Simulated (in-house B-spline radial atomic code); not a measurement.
**Solving the quasi-particle equation for 4d up of Cd⁷⁺**

Configuration [Kr] 4d5, highest spin, start PBE; correlation leaves out the 7 deepest shells, empty levels kept to 42666.7 hartree. Computed with an all-electron radial atomic-structure program (B-spline basis): all electrons, scalar-relativistic (spin-free one-electron X2C), finite nucleus, each spin shell either full or empty, empty states to l = 9 with an (l + 1/2)⁻⁴ tail; G0W0 by contour deformation at full frequency.

At the mean-field level ε = -121.233 eV the matrix elements are Σx = -47.844 eV, v_xc = -37.244 eV and Σc(ε) = -0.297 eV, and the slope of the correlation self-energy is dΣc/dω = -0.0314. The quasi-particle energy solves E = ε + Σx − v_xc + Σc(E).

(1) What does the linearised equation give?

(2) How does that compare with the full solution and with static screening?

Results:

(1) Z = 1/(1 − dΣc/dω) = 1/1.0314 = 0.9696. The first-order shift is Σx − v_xc + Σc(ε) = -47.844 − (-37.244) + (-0.297) = -10.897 eV, so E ≈ ε + Z × shift = -121.233 + 0.9696 × (-10.897) = -131.799 eV.

(2) Solving the equation at full frequency dependence gives E = -131.784 eV, where Σc = 0.049 eV and the weight is 0.967; the linearised value is off by 15 meV. Leaving Z out would give -132.130 eV. Static COHSEX puts -2.883 eV in place of Σc and gives -134.716 eV, 2.93 eV deeper.
